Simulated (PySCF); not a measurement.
# Correlation energy of Cu+ (copper, charge +1)

[Ar] 3d10, closed-shell 1S. Computed with PySCF 2.14 in jorge-DZP-DKH (8s6p2d1f, 43 functions), with scalar relativity by spin-free X2C-1e. Frozen: [Ar]; 10 electrons correlated.

Total MP2 correlation energy: -285.46 mhartree.

Same-spin part -107.09 and opposite-spin part -178.37 mhartree; SCS-MP2 scales them by 1/3 and 6/5 to -249.74 mhartree.

```json
{"level": "CCSD", "correlation energy (mhartree)": "-254.54"}
{"level": "(T)", "correlation energy (mhartree)": "-11.44"}
{"level": "CCSD(T)", "correlation energy (mhartree)": "-265.98"}
```

Diagnostics: T1 = 0.0091, D1 = 0.0129, largest double amplitude 0.035.

Cost of the coupled-cluster step: 0.3 s of wall time on 1 thread of Neoverse-V1 (shared host), for 10 correlated electrons.

Iterations:

```
CC2 = 0
CCSD nocc = 5, nmo = 34
frozen orbitals [0, 1, 2, 3, 4, 5, 6, 7, 8]
max_cycle = 100
direct = 0
conv_tol = 1e-08
conv_tol_normt = 1e-06
diis_space = 8
diis_start_cycle = 0
Init t2, MP2 energy = -1653.0851594288  E_corr(MP2) -0.285456707397952
Init E_corr(CCSD) = -0.285456707414403
cycle = 1  E_corr(CCSD) = -0.243194308844572  dE = 0.0422623986  norm(t1,t2) = 0.0526799
cycle = 2  E_corr(CCSD) = -0.258514739020457  dE = -0.0153204302  norm(t1,t2) = 0.0248373
cycle = 3  E_corr(CCSD) = -0.254503476941706  dE = 0.00401126208  norm(t1,t2) = 0.0106776
cycle = 4  E_corr(CCSD) = -0.254509879703483  dE = -6.40276178e-06  norm(t1,t2) = 0.000270752
cycle = 5  E_corr(CCSD) = -0.25453677012474  dE = -2.68904213e-05  norm(t1,t2) = 5.22122e-05
cycle = 6  E_corr(CCSD) = -0.254537766469966  dE = -9.96345226e-07  norm(t1,t2) = 5.93472e-06
cycle = 7  E_corr(CCSD) = -0.254536730114843  dE = 1.03635512e-06  norm(t1,t2) = 2.28458e-06
cycle = 8  E_corr(CCSD) = -0.254536655083396  dE = 7.50314472e-08  norm(t1,t2) = 2.26703e-07
cycle = 9  E_corr(CCSD) = -0.254536671127186  dE = -1.604379e-08  norm(t1,t2) = 5.78807e-08
cycle = 10  E_corr(CCSD) = -0.25453668531936  dE = -1.41921742e-08  norm(t1,t2) = 2.08918e-08
cycle = 11  E_corr(CCSD) = -0.254536680828239  dE = 4.49112053e-09  norm(t1,t2) = 1.47497e-08
CCSD converged
E(CCSD) = -1653.054239402235  E_corr = -0.2545366808282393
CCSD(T) correction = -0.0114402490505275
```
